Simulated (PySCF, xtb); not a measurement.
BF3H3N, SMILES [NH3+][B-](F)(F)F.

The structure is a stationary point at PBE-D3(BJ)/def2-SVP.

Computed with C-PCM-PBE0/def2-SVP in PySCF.

The values are the electrostatic part of the solvation free energy, E(continuum) − E(gas) at the gas-phase geometry, in a cavity of scaled van der Waals radii (PySCF's table); cavitation and dispersion terms are not included. In vacuum the orbital gap is 10.25 eV. The dipole moment in vacuum is 6.31 D.

Question: Estimate the values in water (ε = 78.36), methanol (ε = 32.61), diethylether (ε = 4.24). (Estimate from the structure and the level; the computed values follow.)

Answer: 
```tsv
solvent	ε	ΔG(elec) (kcal/mol)	dipole (D)	gap (eV)
water	78.36	-16.7	7.18	11.72
methanol	32.61	-16.3	7.16	11.70
diethylether	4.24	-12.6	6.97	11.46
```

For comparison, GFN2-xTB/ALPB(water) (xtb, at the GFN2-xTB geometry, all terms of that model) gives -17.6 kcal/mol.
